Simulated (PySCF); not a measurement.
**How methods differ on the excitation energy of C**

C [He] 2s2 2p2 (3P) → C [He] 2s1 2p2 3d1 (high-spin determinant), as a difference of total energies. Computed with PySCF 2.14 in aug-cc-pVTZ with one added diffuse shell each of s, p, d, f type (6s5p4d3f, 62 functions), with the non-relativistic Hamiltonian (point nucleus). Correlated levels: valence: 1s2 frozen. The calculations carry no spin-orbit coupling.

```
           method  excitation energy (eV)
              UHF                  13.230
    MP2 (valence)                  14.713
SCS-MP2 (valence)                  15.021
   CCSD (valence)                  15.135
CCSD(T) (valence)                  15.191
```

Question: How much does correlation contribute at CCSD(T) (valence)?

Answer: 15.191 − (13.230) = 1.961 eV, measured against UHF.

The upper state lies above the first ionisation limit, but in LS coupling its spin forbids autoionisation to the ground ion. A Rydberg-like electron needs more diffuse functions than a valence basis has.

The promoted electron is Rydberg-like, and one or two diffuse shells describe it only roughly, which tends to raise the upper state.

The determinant of the upper state mixes LS terms, which raises its energy above the lowest term, most at the Hartree-Fock and MP2 levels.
